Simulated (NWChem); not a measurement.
System: CHF2O3S, doublet; SMILES O=S(=O)(O)[C](F)F

```xyz
8

O     -1.1671    -1.2357    -0.6510
S      0.0336    -0.6830    -0.0672
O      1.3624    -1.1650    -0.3214
O     -0.1647    -0.6533     1.5401
C      0.0393     1.0690    -0.4739
F      1.0914     1.7331    -0.0854
F     -1.0777     1.6937    -0.1995
H     -1.1056    -0.8039     1.7281
```
Atoms are numbered in this order, from 1.

All runs: NWChem. Pople sets run with spherical d functions. Spin-unrestricted. The geometry was optimised at PBE0/def2-SVP, spin-unrestricted. No frequency run checked for a minimum. No stability test was run on the SCF state. Vzz is the largest principal value of the second derivative of the potential at the nucleus (NWChem prints the opposite sign); η is the asymmetry. Non-relativistic.

```
level               Vzz O3 (a.u.)  η O3  Vzz S2 (a.u.)  η S2  Vzz O4 (a.u.)  η O4
------------------  -------------  ----  -------------  ----  -------------  ----
PBE0/6-31G*                 1.326  0.05          0.770  0.31          1.513  0.93
CAM-B3LYP/6-31G*       (withheld)  0.05     (withheld)  0.35     (withheld)  0.93
CAM-B3LYP/def2-SVP          1.323  0.04          0.750  0.71          1.584  0.88
```

**Question.** Fill in the missing entries.

**Answer.** 
- CAM-B3LYP/6-31G*, Vzz O3 (a.u.): 1.343
- CAM-B3LYP/6-31G*, Vzz S2 (a.u.): 0.805
- CAM-B3LYP/6-31G*, Vzz O4 (a.u.): 1.531
